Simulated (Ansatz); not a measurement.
The first iterations of a band of CH3NOSi (7 atoms, charge 0, multiplicity 1).

Method: RKS B3LYP/cc-pVDZ (Ansatz 0.2.0).

```
movable images  : 2
climbing image  : no
spring          : 5.0 eV/Å²
optimiser       : quadratic models (default)
start path      : through a guess of the saddle point
force threshold : 0.03 eV/Å
iteration limit : 60
end points      : relaxed
```

Initial state:

```xyz
7
Properties=species:S:1:pos:R:3
N -1.099 -1.587 -0.415
C -0.315 -0.669 -0.063
O 0.771 -0.743 0.777
Si 0.582 0.920 0.199
H -1.813 -1.217 -1.051
H 0.202 1.902 1.249
H 1.672 1.393 -0.696
```

Final state:

```xyz
7
Properties=species:S:1:pos:R:3
N -1.421 -1.028 -0.806
C -0.479 -0.404 -0.257
O 0.548 -0.764 0.615
Si 0.626 0.961 0.221
H -1.398 -2.022 -0.524
H 0.327 1.883 1.348
H 1.797 1.374 -0.596
```

| iteration | highest image above the first end (eV) | largest band force component (eV/Å) |
| --- | --- | --- |
| 1 | 2.421 | 13.436 |
| 2 | 0.761 | 0.886 |
| 3 | 0.669 | 0.656 |

Q: Does the band converge within its limit, and where does its top end?

A: The run converged. It ended after 9 iterations with the highest image 0.562 eV above the first end. The dihedral H5–N1–C2–O3 jumps by 179° between images 1 and 2, so the path isn't resolved there. No image climbed, so the highest image needn't sit at the top of the path. A band with more images between the same ends climbed to 0.93 eV, so this one has probably stepped over the top. So few images can step over the top or miss a turn of the path.

Run time: 48 s on 1 thread of Arm Neoverse V2, with other jobs on the host, peak memory 0.14 GiB.
